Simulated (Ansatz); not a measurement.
Geometry optimisation, UKS BHLYP/def2-SVP in Ansatz.

The input (input.yaml):

```yaml
crystal:
  periodic: [false, false, false]
  atoms:
    - { symbol: Ti, position_ang: [-0.005937, 0.027228, -0.446503] }
    - { symbol: F, position_ang: [0.333093, 0.460982, 2.531671] }
    - { symbol: F, position_ang: [1.748229, -0.016999, -0.695251] }
    - { symbol: F, position_ang: [-0.881078, 1.556222, -0.634827] }
    - { symbol: O, position_ang: [-0.895455, -1.471285, -0.138721] }
    - { symbol: H, position_ang: [-1.394844, -2.262046, 0.017167] }
    - { symbol: F, position_ang: [-0.303509, -0.399903, 3.241264] }
magnetization:
  spin_polarized: true
  initial_magnetization: 1
basis:
  gaussian: { orbitals: def2-SVP }
hamiltonian:
  xc: { name: BHLYP }
relax:
  f_tol: 0.03
  max_steps: 50
```

Run as:

```bash
$ ansatz run input.yaml --threads 4 --pin off --max-ram 5120MiB --backend cpu --events-out ev --progress --plain --runs-dir out
```

Q: Where does it end, and by what steps?

A: The forces met the threshold. The force dipped under the threshold on the way, but the program's further checks kept it going. After 46 steps the energy has fallen by 0.188 eV; F7 moved furthest, 1.38 Å.

```tsv
step	energy less start (eV)	largest force component (eV/Å)	accepted
0	0.0000	2.954	yes
2	-0.1279	0.867	yes
4	-0.1612	0.253	yes
6	-0.1498	0.619	no
8	-0.1631	0.054	yes
10	-0.1633	0.035	yes
12	-0.1638	0.171	yes
14	-0.1644	0.077	yes
16	-0.1642	0.410	no
18	-0.1656	0.386	no
20	-0.1683	0.124	yes
22	-0.1691	0.061	yes
24	-0.1707	0.066	yes
26	-0.1724	0.203	yes
28	-0.1737	0.191	yes
30	-0.1760	0.114	yes
32	-0.1773	0.091	yes
34	-0.1788	0.292	yes
36	-0.1809	0.104	yes
38	-0.1817	0.121	yes
40	-0.1834	0.018	yes
42	-0.1851	0.139	yes
44	-0.1875	0.157	yes
46	-0.1884	0.018	yes
```

```xyz
7
Properties=species:S:1:pos:R:3
Ti -0.141 -0.268 -0.123
F 0.824 0.434 2.420
F 1.632 -0.267 -0.138
F -1.079 1.167 0.328
O -0.998 -1.691 -0.727
H -1.460 -2.452 -1.058
F -0.178 0.972 3.172
```

Time of the run: 3.6 min on 4 threads of Arm Neoverse V2, on a shared host, peak memory 0.41 GiB.
